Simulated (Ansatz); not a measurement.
`CS[SiH](F)Cl` + NH₃ → `N[SiH](F)Cl` + CH₃SH at 400 K and 1 bar (ligand exchange at the Si–S bond).

Calculated with Ansatz (gas phase, PBE0-D4/def2-TZVP geometries, no zero-point term in ΔE). CCSD(T)/CBS adds triple-zeta CCSD(T) − MP2 to the extrapolated MP2 energy (def2 sets, frozen cores). This one scheme is used for every species. Each species was taken in one conformer, which may not be the lowest.

| species | CCSD(T)/CBS energy (Eh) | H − E (kJ/mol) | S (J/(mol·K)) |
| --- | --- | --- | --- |
| `CS[SiH](F)Cl` | -1287.03339 | 172.9 | 396.3 |
| NH₃ | -56.50880 | 104.2 | 203.1 |
| `N[SiH](F)Cl` | -905.31614 | 130.9 | 344.1 |
| CH₃SH | -438.22835 | 138.7 | 269.4 |

H − E and S are ideal-gas, rigid-rotor, harmonic terms from PBE0-D4/def2-TZVP, for one conformer and one mirror image of each species. 1 Eh = 2625.50 kJ/mol, R = 8.31446 J/(mol·K).

Task: By hand: ΔE, ΔH, ΔS and ΔG.

Result: ΔE = (-905.31614) + (-438.22835) − (-1287.03339) − (-56.50880) = -0.00230 Eh = -6.0 kJ/mol. Δ(H − E) = 130.9 + 138.7 − 172.9 − 104.2 = -7.5, so ΔH = -13.5 kJ/mol. ΔS = 344.1 + 269.4 − 396.3 − 203.1 = 14.1 J/(mol·K). ΔG = -13.5 − 400 × (14.1)/1000 = -19.1 kJ/mol.

Task: By hand: the equilibrium constant, and the temperature at which ΔG would vanish if ΔH and ΔS stayed fixed.

Result: log₁₀ K = −ΔG/(RT ln 10) = 2.5. ΔH and −TΔS have one sign here, so there is no such temperature.

TΔS isn't small against ΔH here. A doubt of 5 kJ/mol in ΔE shifts log₁₀ K by 0.7 here. Other conformers and mirror images would add mixing entropy, several J/(mol·K) or more a flexible species. Modes under 60 cm⁻¹, often nearly free rotors, make the harmonic entropy too high. These are equilibria of isolated gas molecules and say nothing of rates. Largest T1 diagnostic: 0.011 (customary marks: 0.02 for closed shells, 0.045 for open ones).
